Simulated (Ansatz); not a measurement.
Start from `CC[O][Ti]([OH])([O]CC)[O]CC` and change one atom or group to get `CC[O][Ti]([F])([O]CC)[O]CC`.

Ansatz, PBE0-D4/def2-TZVP geometries, multiplicity 1. Each molecule was computed in one conformer, which needn't be the lowest.

Scalar relativity is left out up to krypton.

```tsv
property	`CC[O][Ti]([OH])([O]CC)[O]CC`
size of the dipole moment (PBE/def2-TZVPP) / D	1.06
size of the dipole moment (B3LYP/def2-TZVPP) / D	1.09
LUMO energy (ωB97M-V/def2-TZVPP) / eV	1.33
HOMO–LUMO gap (PBE/def2-TZVPP) / eV	4.53
LUMO energy (PBE/def2-TZVPP) / eV	-1.57
HOMO–LUMO gap (B3LYP/def2-TZVPP) / eV	6.47
```

Q: What does the change do to each property? (Best estimate.)

A: The calculation gave: 
```
                                        property  `CC[O][Ti]([F])([O]CC)[O]CC`  shift
  size of the dipole moment (PBE/def2-TZVPP) / D                          4.25   3.19
size of the dipole moment (B3LYP/def2-TZVPP) / D                          4.37   3.28
           LUMO energy (ωB97M-V/def2-TZVPP) / eV                          1.36   0.03
             HOMO–LUMO gap (PBE/def2-TZVPP) / eV                          4.59   0.06
               LUMO energy (PBE/def2-TZVPP) / eV                         -1.78  -0.21
           HOMO–LUMO gap (B3LYP/def2-TZVPP) / eV                          6.51   0.04
```

Dipoles are sizes alone; their direction can turn.

B3LYP here is the variant with VWN-RPA as its local correlation; programs differ in this.
